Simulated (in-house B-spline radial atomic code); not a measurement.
# The cadmium ion Cd⁶⁺: [Kr] 4d6

All numbers are computed (non-relativistic B97-1, spin-polarised, spherical fractional occupations; point nucleus) with a radial B-spline atomic code at the basis-set limit, not measured.

Z_r = [3n² - l(l+1)]/(2<r>); Z_e = n√(-2ε); the last column is Slater's effective charge. Values are occupation-weighted means over spin.

```csv
shell,electrons,ε (eV),<r> (bohr),Z_r,Z_e,Slater
1s,2,-25819,0.03171,47.31,43.56,47.70
2s,2,-3855.5,0.1373,43.70,33.67,43.85
2p,6,-3598.9,0.1173,42.63,32.53,43.85
3s,2,-802.62,0.3705,36.43,23.04,36.75
3p,6,-698.22,0.3622,34.52,21.49,36.75
3d,10,-505.73,0.3338,31.45,18.29,26.85
4s,2,-195.17,0.8868,27.06,15.15,20.25
4p,6,-160.05,0.9343,24.62,13.72,20.25
4d,6,-102.83,1.071,19.61,11.00,10.25
```

The least bound orbital is 4d down at -96.63 eV, and it is also the most diffuse (<r> = 1.088 bohr).

Caution: exact exchange at fractional occupations of open shells leaves self-interaction of up to several eV.
